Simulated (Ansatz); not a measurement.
Cost and result for the atomization energy of C3H4F4O (`FCCOC(F)(F)F`) (12 atoms, 11 bonds).

Z-matrix (Å, degrees):
```
C
C 1 1.513
F 1 1.378 2 108.1
H 1 1.092 2 111.3 3 119.3
H 1 1.093 2 110.5 3 -118.9
O 2 1.430 1 109.2 3 174.1
H 2 1.090 1 110.2 3 57.2
H 2 1.092 1 111.1 3 -63.1
C 6 1.336 2 116.4 1 104.5
F 9 1.339 6 112.6 2 63.2
F 9 1.321 6 108.3 2 -176.9
F 9 1.343 6 112.6 2 -57.0
```

Charge 0, multiplicity 1. Geometry: relaxed with PBE0-D4/def2-TZVP. It is one conformer, not always the lowest. Program: Ansatz. All runs use 2 threads of an AMD EPYC 7R13 on a shared host and a share of an NVIDIA H100 80 GB. Times are those of one run each, without the atoms' runs, and a repeat can differ threefold. Electronic energies, without spin–orbit coupling; frozen cores. CCSD(T)/CBS adds CCSD(T) − MP2 in def2-TZVPP to the MP2 limit, and its time is that of the two runs behind it. T1 = 0.011. B3LYP takes the VWN-RPA correlation (the form of Gaussian; ORCA's B3LYP/G).

CCSD(T)/CBS is a level of theory with its own doubt, some kJ/mol a heavy atom from the limit and from the frozen cores, so smaller differences don't rank the functionals.

```
                             level  functions  wall time
                PBE0-D4/def2-TZVPP        304      3.3 s
r2SCAN-D4/def2-TZVPP (with forces)        304      3.6 s
   PBE-D4/def2-TZVPP (with forces)        304      3.6 s
                 B2PLYP/def2-TZVPP        304      4.2 s
 B3LYP-D4/def2-TZVPP (with forces)        304      4.3 s
                ωB97X-V/def2-TZVPP        304      5.5 s
                    MP2/def2-QZVPP        576        6 s
  ωB97M-V/def2-TZVPP (with forces)        304        7 s
                CCSD(T)/def2-TZVPP        304       12 s
                 CCSD(T)/CBS(def2)          –       18 s
```

Problem. What atomization energy does each give, and how far from CCSD(T)/CBS? (Estimate.)

Solution. The calculation gave: 
```tsv
level	atomization (kcal/mol)	difference from CCSD(T)/CBS	per bond
PBE0-D4/def2-TZVPP	1163.4	7.2	0.6
r2SCAN-D4/def2-TZVPP (with forces)	1164.0	7.8	0.7
PBE-D4/def2-TZVPP (with forces)	1202.5	46.3	4.2
B2PLYP/def2-TZVPP	1142.6	-13.6	-1.2
B3LYP-D4/def2-TZVPP (with forces)	1149.6	-6.6	-0.6
ωB97X-V/def2-TZVPP	1161.6	5.4	0.5
MP2/def2-QZVPP	1185.3	29.1	2.6
ωB97M-V/def2-TZVPP (with forces)	1162.0	5.8	0.5
CCSD(T)/def2-TZVPP	1125.1	-31.1	-2.8
CCSD(T)/CBS(def2)	1156.2	0.0	0.0
```

The D4 term adds +8.0 kcal/mol with B3LYP and +4.2 kcal/mol with PBE0; it sums over pairs of atoms, weighted by their polarisabilities, and B3LYP, whose exchange is more repulsive, gets the larger term. From PBE to PBE0 (25 % exact exchange), in def2-TZVPP and without D4, the atomization energy moves by −38.3 kcal/mol: exact exchange takes away binding that semilocal exchange gives to molecules. In def2-TZVPP, CCSD(T) changes the Hartree–Fock value by +323.1 kcal/mol (the triples alone add +22.4 kcal/mol) and MP2 by +365.0 kcal/mol; breaking electron pairs costs correlation energy, which Hartree–Fock lacks.
